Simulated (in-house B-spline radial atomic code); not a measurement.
Configurations of Rb⁶⁺, with energies counted from [Ar] 3d10 4s2 (4p1/2)1. Level of theory: Dirac-Hartree-Fock, average of each configuration as written, Fermi nucleus of rms radius 4.2036 fm; calculated with a B-spline radial code for spherical atoms. Energies include first-order Breit, QED and recoil terms.

Occupations are held fixed; configurations that lie above the ionisation limit could autoionise.

```tsv
configuration	E - E(ref) (eV)	highest orbital	its <r> (bohr)
[Ar] 3d10 4s2 (4p3/2)1	1.301	4p3/2	1.443
[Ar] 3d10 4s2 (8f7/2)1	87.37	8f7/2	12.38
[Ar] 3d10 4s1 (4p3/2)1 (5g9/2)1	89.592	5g9/2	3.896
[Ne] 3s2 (3p1/2)2 (3p3/2)3 3d10 4s2 (4p1/2)1 (6g7/2)1	321.92	6g7/2	6.224
[Ne] 3s2 (3p1/2)2 (3p3/2)3 3d10 4s2 (4p1/2)1 (8d5/2)1	327.64	8d5/2	10.68
```

Q: Order these further configurations by energy, lowest first.
A. [Ar] 3d10 4s2 7s1
B. [Ar] 3d10 4s2 (8p3/2)1
C. [Ar] (3d3/2)3 (3d5/2)6 4s2 (4p3/2)1 (6f7/2)1
D. [Ar] 3d10 4s2 8s1
E. [Ar] (3d3/2)4 (3d5/2)5 4s2 (4p3/2)1 (7f7/2)1

A: A (75.967 eV), D (82.298 eV), B (83.484 eV), C (192.38 eV), E (196.28 eV).
